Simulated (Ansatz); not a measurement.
Ansatz (a program for electronic structure) input (RPA@PBE/cc-pVQZ):

Ansatz 0.2 input:
```yaml
crystal:
  periodic: [false, false, false]
  atoms:
    - {symbol: C, position_ang: [-1.98934015, 0.02581278, 0.22437496]}
    - {symbol: C, position_ang: [-0.78324997, 0.42045104, -0.53685828]}
    - {symbol: C, position_ang: [0.51000386, -0.08312803, 0.05906458]}
    - {symbol: O, position_ang: [0.62534061, -0.74636294, 1.05441797]}
    - {symbol: O, position_ang: [1.57293551, 0.31084764, -0.68218178]}
    - {symbol: H, position_ang: [-1.89823571, -0.56949993, 1.11944023]}
    - {symbol: H, position_ang: [-2.96565995, 0.33516932, -0.11760314]}
    - {symbol: H, position_ang: [-0.81917032, 0.06992487, -1.57791148]}
    - {symbol: H, position_ang: [-0.69374103, 1.51175390, -0.63171011]}
    - {symbol: H, position_ang: [2.36611558, -0.04204055, -0.24959265]}
basis:
  gaussian:
    orbitals: cc-pVQZ
hamiltonian:
  xc: pbe
magnetization: {spin_polarized: true, initial_magnetization: 1}
correlation: {method: rpa, electrons: outside_noble_gas}
```

Output:

```
Functional definition: PBE
integrals: 2.87 GiB planned
2528 factors; integrals over basis functions are off by at most 1.2e-3 eV
mean field: 4.31 GiB planned
mean field evaluation 1: about -7268.2420 eV, gradient 5.6e1 eV
mean field evaluation 2: about -7268.2390 eV, gradient 5.6e1 eV
mean field evaluation 4: about -7278.1637 eV, gradient 2.4e1 eV
mean field evaluation 8: about -7280.2386 eV, gradient 1.9e-1 eV
mean field evaluation 16: about -7280.2383 eV, gradient 3.1e-4 eV
mean field -7280.23826083 eV, -267.5438213629 hartree, gradient 2.8e-6 eV, S^2 0.753741; 1 other end points of the search recorded, 0 dependent functions left out
5 core orbitals not correlated
reference -7245.76361008 eV, -266.2769013156 hartree; 15, 14 occupied and 405, 406 virtual orbitals, 2528 factors
Total energy: -7289.63666096 eV, -267.8892061969 hartree
```

It need not be the lowest isomer of its formula.
